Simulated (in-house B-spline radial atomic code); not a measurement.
Orbital energies and mean radii along the 54-electron series, configuration 1s2 2s2 2p6 3s2 3p6 3d10 4s2 4p6 4d10 4f5/2(6) 4f7/2(2). The effective charge is n√(-2ε), a non-relativistic measure. Computed with an all-electron radial atomic-structure program (B-spline basis): Dirac-Hartree-Fock, jj configuration that fills j = l - 1/2 first, finite nuclei.

| ion | Z | energy of 4f7/2 (Eh) | mean radius of 4f7/2 (bohr) | energy of 4d5/2 (Eh) | mean radius of 4d5/2 (bohr) | effective charge of 4f7/2 |
| --- | --- | --- | --- | --- | --- | --- |
| Tm15+ | 69 | -12.113 | 0.59422 | -18.742 | 0.55347 | 19.688 |
| Yb16+ | 70 | -13.563 | 0.5705 | -20.437 | 0.53881 | 20.833 |
| Lu17+ | 71 | ? | ? | ? | ? | ? |
| Hf18+ | 72 | ? | ? | ? | ? | ? |
| Ta19+ | 73 | -18.322 | 0.51132 | -25.93 | 0.49903 | 24.213 |
| W20+ | 74 | -20.042 | 0.4947 | -27.894 | 0.48702 | 25.324 |

Problem. Fill in the row of Lu17+.

Solution. energy of 4f7/2 (Eh): -15.082; mean radius of 4f7/2 (bohr): 0.54898; energy of 4d5/2 (Eh): -22.2; mean radius of 4d5/2 (bohr): 0.52488; effective charge of 4f7/2: 21.968.

Problem. Fill in the row of Hf18+.

Solution. energy of 4f7/2 (Eh): -16.668; mean radius of 4f7/2 (bohr): 0.52935; energy of 4d5/2 (Eh): -24.031; mean radius of 4d5/2 (bohr): 0.51163; effective charge of 4f7/2: 23.095.

Problem. How does the screening of 4f7/2 change?

Solution. Z less the effective charge goes from 49.31 at Z = 69 to 48.68 at Z = 74.
